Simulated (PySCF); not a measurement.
C3H6FNSi, SMILES C1[Si@@H](NCC=1)F. The structure is a stationary point at PBE-D3(BJ)/def2-SVP. The structure was generated by enumeration; whether it is a known compound was not checked. Other conformers were not sampled.

Method: PySCF 2.14.0 with PBE-D3(BJ)/def2-SVP.

Harmonic wavenumbers (cm⁻¹): 131, 193, 301, 352, 390, 505, 636, 665, 673, 761, 845, 852, 896, 911, 942, 970, 1045, 1102, 1154, 1239, 1274, 1352, 1410, 1589, 2192, 2895, 2921, 3089, 3143, 3584. Rotational constants (GHz): 5.423, 2.461, 1.967; symmetry number 1.

Work out the zero-point energy and the ideal-gas rigid-rotor harmonic-oscillator thermochemistry at 298.15 K and 1 atm.

ZPE = ½ Σ hcν = ½ × 38012 cm⁻¹ = 227.36 kJ/mol. H − E(el) = 246.46 kJ/mol. Entropy in J/(mol K): translation 166.57, rotation 112.58, vibration 49.42, total 328.57. G − E(el) = 148.50 kJ/mol. Cp = 107.19 J/(mol K). Modes under 150 cm⁻¹ make the vibrational entropy uncertain.
